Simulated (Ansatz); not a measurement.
Bis(diethylamino)silane (BDEAS), charge 0, multiplicity 1.

Give a relaxed structure at PBE0-D4/def2-TZVP (Ansatz). (Estimate.)

Computed: 
Z-matrix (Å, degrees):
```
C
C 1 1.521
H 1 1.093 2 111.4
H 1 1.093 2 110.8 3 119.8
H 1 1.092 2 110.4 3 -120.1
N 2 1.450 1 113.8 3 58.4
H 2 1.096 1 108.9 3 179.7
H 2 1.097 1 109.7 3 -65.3
C 6 1.447 2 116.4 1 -79.4
Si 6 1.713 2 119.5 1 103.0
C 9 1.522 6 114.1 2 -76.3
H 9 1.094 6 108.3 2 162.1
H 9 1.098 6 109.7 2 46.9
N 10 1.715 6 113.2 2 -57.4
H 10 1.493 6 103.3 2 179.7
H 10 1.491 6 113.1 2 59.8
H 11 1.093 9 111.7 6 58.5
H 11 1.093 9 110.5 6 -61.6
H 11 1.093 9 110.7 6 178.4
C 14 1.447 10 124.1 6 122.2
C 14 1.450 10 119.3 6 -61.6
C 20 1.522 14 113.8 10 -109.2
H 20 1.098 14 110.3 10 127.4
H 20 1.093 14 108.2 10 12.1
C 21 1.521 14 113.9 10 -100.8
H 21 1.096 14 108.2 10 20.9
H 21 1.098 14 110.1 10 135.6
H 22 1.093 20 110.6 14 60.9
H 22 1.093 20 110.6 14 -179.1
H 22 1.092 20 111.8 14 -59.3
H 25 1.092 21 111.6 14 -60.4
H 25 1.093 21 110.7 14 179.8
H 25 1.092 21 110.6 14 59.7
```
This is one stationary point; other conformers may exist.
